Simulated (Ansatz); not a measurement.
Relaxation of a periodic cell of 36 atoms, H4C3O2 (contents 4 CO2 + 4 C2H4, density as packed 0.73 g/cm³ with natural masses), to a largest force component of 0.3 eV/Å in at most 15 steps.

Level of theory: Ansatz 0.2.0, DFT PBE, scalar-relativistic, plane waves, PAW. Settings: cutoff 420 eV, k mesh 1x1x1, fermi-dirac smearing 0.05 eV, no spin polarisation.

```xyz
36
Lattice="8.6677 0.0000 0.0000 0.0000 8.6677 0.0000 0.0000 0.0000 8.6677" Properties=species:S:1:pos:R:3
C 4.162 8.416 8.278
O 4.207 8.448 9.456
O 4.117 8.383 7.101
C 4.517 1.926 3.895
O 5.488 1.260 3.834
O 3.547 2.593 3.956
C 8.583 3.622 0.922
O 7.836 4.328 0.346
O 9.330 2.916 1.498
C 8.169 3.261 6.258
O 8.946 2.856 7.047
O 7.392 3.666 5.470
C 4.482 5.842 1.981
C 3.315 6.491 1.960
H 4.951 5.541 2.912
H 5.010 5.589 1.068
H 2.787 6.744 2.874
H 2.847 6.792 1.029
C 7.959 8.253 7.553
C 8.481 7.781 6.419
H 8.485 8.175 8.499
H 6.986 8.733 7.577
H 9.453 7.300 6.396
H 7.955 7.858 5.473
C 1.220 0.687 4.713
C 0.888 1.171 3.514
H 1.331 1.333 5.578
H 1.392 -0.372 4.873
H 0.716 2.230 3.354
H 0.777 0.525 2.649
C 2.960 3.767 8.140
C 4.194 3.263 8.222
H 2.739 4.638 7.533
H 2.127 3.326 8.678
H 5.026 3.704 7.685
H 4.415 2.392 8.829
```

Q: Where does it end, and by what steps?

A: The forces met the threshold. The threshold is loose, so the end isn't yet a minimum. Limits of this set-up: coarse k mesh. After 5 steps the energy has fallen by 1.310 eV; O8 moved furthest, 0.66 Å.

| step | energy less start (eV) | largest force component (eV/Å) | accepted |
| --- | --- | --- | --- |
| 0 | 0.0000 | 1.360 | yes |
| 1 | -0.5104 | 0.685 | yes |
| 2 | -0.8525 | 1.269 | yes |
| 3 | -1.0714 | 0.944 | yes |
| 4 | -1.2315 | 0.475 | yes |
| 5 | -1.3100 | 0.236 | yes |

```xyz
36
Lattice="8.6677 0.0000 0.0000 0.0000 8.6677 0.0000 0.0000 0.0000 8.6677" Properties=species:S:1:pos:R:3
C 4.137 8.608 8.225
O 4.312 9.024 9.307
O 3.962 8.191 7.142
C 4.847 2.012 4.010
O 5.652 1.161 4.017
O 4.049 2.867 4.004
C 8.127 3.990 0.907
O 7.325 4.721 0.468
O 8.928 3.261 1.350
C 7.898 3.416 5.755
O 8.527 2.975 6.639
O 7.269 3.861 4.873
C 4.382 5.817 2.362
C 3.133 6.278 2.302
H 4.924 5.751 3.307
H 4.908 5.481 1.468
H 2.616 6.649 3.190
H 2.579 6.305 1.359
C 7.875 8.183 7.771
C 8.257 7.516 6.682
H 8.405 8.096 8.720
H 7.014 8.856 7.758
H 9.133 6.864 6.693
H 7.726 7.610 5.734
C 1.616 0.441 4.656
C 1.124 0.957 3.531
H 1.773 1.061 5.540
H 1.874 -0.615 4.746
H 0.918 2.021 3.430
H 0.904 0.346 2.655
C 3.110 3.734 7.776
C 4.423 3.504 7.874
H 2.704 4.419 7.027
H 2.393 3.250 8.442
H 5.141 4.005 7.223
H 4.826 2.822 8.626
```

The run took 19 s on 1 thread of INTEL(R) XEON(R) PLATINUM 8581C CPU @ 2.10GHz (Emerald Rapids) (shared host), peak memory 0.58 GiB.
